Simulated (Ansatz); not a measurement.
Stepwise reaction of `N[Si](N)(Br)Br` with hydrogen chloride, as a gas-phase model of exchange steps in deposition or etching. ΔE in kJ/mol; ΔG adds harmonic PBE0-D4 terms to CCSD(T)/CBS, at 1 bar.

Program: Ansatz. Geometries: PBE0-D4/def2-TZVP. ΔE: electronic, gas phase. CBS: MP2 limit from def2 TZ/QZ plus the TZ coupled-cluster correction, frozen cores. This one scheme is used for every species. Functionals use def2-TZVPP. B3LYP here is the variant with VWN-RPA as its local correlation; programs differ in this. For Br outer-core shells are correlated without core-valence functions, which leaves a few kJ/mol of doubt a bond. Scalar relativity is left out up to krypton. Each species was taken in one conformer, which may not be the lowest.

```csv
step,reaction,PBE-D4,B3LYP-D4,ωB97M-V,CCSD(T)/CBS,ΔG(600 K)
1,`N[Si](N)(Br)Br` + HCl → `N[Si](N)(Cl)Br` + HBr,-4.5,-6.5,-6.8,-3.6,-8.2
2,`N[Si](N)(Cl)Br` + HCl → `N[Si](N)(Cl)Cl` + HBr,-4.9,-6.9,-7.1,-3.9,-1.5
```

Q: By hand: ΔE of the 2 steps together at CCSD(T)/CBS.

A: (-3.6) + (-3.9) = -7.5 kJ/mol, or -3.8 kJ/mol a step.

In ΔE the steps differ by no more than 0.3 kJ/mol. ΔG lies between -8.2 and -1.5 kJ/mol a step. PBE-D4 differs from CCSD(T)/CBS by -1.0 to -0.9 kJ/mol a step. Only this route is followed, and other bonds may react first. Isolated molecules leave out the surface, adducts and barriers. Largest T1 diagnostic: 0.009.
